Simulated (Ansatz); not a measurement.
Ru(P5)2 (P10Ru). Charge 0, multiplicity 3. Geometry PBE0-D4/def2-SVP; atoms count from 1.

```xyz
11

Ru    0.115    0.028   -0.070
P    -0.346    2.458   -0.010
P     1.429    1.984   -1.118
P     0.966    0.404   -2.471
P    -1.101   -0.118   -2.219
P    -1.946    1.193   -0.723
P     1.367   -2.028    0.185
P     1.847   -0.423    1.561
P    -0.052    0.174    2.411
P    -1.497   -1.405    2.147
P    -0.782   -2.267    0.306
```

In the def2 sets Ru takes a core potential; there is no spin–orbit coupling. At PBE0-D4/def2-SVP a singlet of charge 0 lies 1.78 eV below the triplet, each at its own geometry.

Question: Estimate the Mulliken populations from the PBE0/def2-SVP orbitals of Ansatz.

Answer: 
| atom | charge (e) | spin (α − β) | d electrons |
| --- | --- | --- | --- |
| Ru1 | -1.03 | 0.97 | 7.53 |
| P2 | 0.13 | 0.02 | – |
| P3 | 0.09 | 0.05 | – |
| P4 | 0.09 | 0.05 | – |
| P5 | 0.13 | 0.02 | – |
| P6 | 0.12 | 0.10 | – |
| P7 | 0.15 | 0.14 | – |
| P8 | 0.15 | 0.14 | – |
| P9 | 0.07 | -0.06 | – |
| P10 | 0.04 | 0.64 | – |
| P11 | 0.07 | -0.06 | – |
Mulliken values and Mayer orders depend strongly on the basis.

Question: Where does the spin sit?

Answer: Summed by element: Ru 0.97, P 1.03, of 2 unpaired in all. Largest on single atoms: Ru1 0.97, P10 0.64, P7 0.14.

Question: And the Mayer bond orders between bonded heavy atoms (over 0.3)?

Answer: Ru1–P2 0.62 (2.47 Å); Ru1–P3 0.48 (2.58 Å); Ru1–P4 0.48 (2.57 Å); Ru1–P5 0.62 (2.47 Å); Ru1–P6 0.71 (2.46 Å); Ru1–P7 0.75 (2.42 Å); Ru1–P8 0.74 (2.42 Å); Ru1–P9 0.64 (2.49 Å); Ru1–P11 0.64 (2.49 Å); P2–P3 1.05 (2.14 Å); P2–P6 0.99 (2.16 Å); P3–P4 1.15 (2.13 Å); P4–P5 1.05 (2.15 Å); P5–P6 0.99 (2.16 Å); P7–P8 0.97 (2.17 Å); P7–P11 0.97 (2.17 Å); P8–P9 0.97 (2.16 Å); P9–P10 1.08 (2.16 Å); P10–P11 1.08 (2.15 Å).
